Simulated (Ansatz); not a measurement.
Reaction (cleavage of the Ge–Si bond): `ClB(Cl)[SiH2][GeH3]` + `N[SiH](O)F` → `O[SiH](F)[NH][GeH3]` + `[SiH3]B(Cl)Cl`

Isolated molecules relaxed with PBE0-D4/def2-TZVP in Ansatz; ΔE leaves out vibrations. CCSD(T)/CBS is the MP2 limit (def2-TZVPP, def2-QZVPP) plus CCSD(T) − MP2 in def2-TZVPP, frozen cores. This one scheme is used for every species. DFT in def2-TZVPP. B3LYP here is the variant with VWN-RPA as its local correlation; programs differ in this. For Ge outer-core shells are correlated without core-valence functions, which leaves a few kJ/mol of doubt a bond. Scalar relativity is left out up to krypton. Each species was taken in one conformer, which may not be the lowest.

CCSD(T)/CBS gives +4.2 kcal/mol.

Task: Another level gave +3.6 kcal/mol. Which?
A. r2SCAN/def2-TZVPP
B. B3LYP/def2-TZVPP
C. B2PLYP/def2-TZVPP
D. HF/def2-TZVPP

Result: C. B2PLYP 3.6, HF/def2-TZVPP -0.4, r2SCAN 6.0, B3LYP 4.6 kcal/mol.

Largest T1 diagnostic among the species: 0.013.

In def2-TZVPP, CCSD(T) changes the Hartree–Fock value by +3.6 kcal/mol (the triples alone add +0.4 kcal/mol) and MP2 by +3.3 kcal/mol. From PBE to PBE0 (25 % exact exchange), in def2-TZVPP and without D4, ΔE moves by −1.0 kcal/mol.
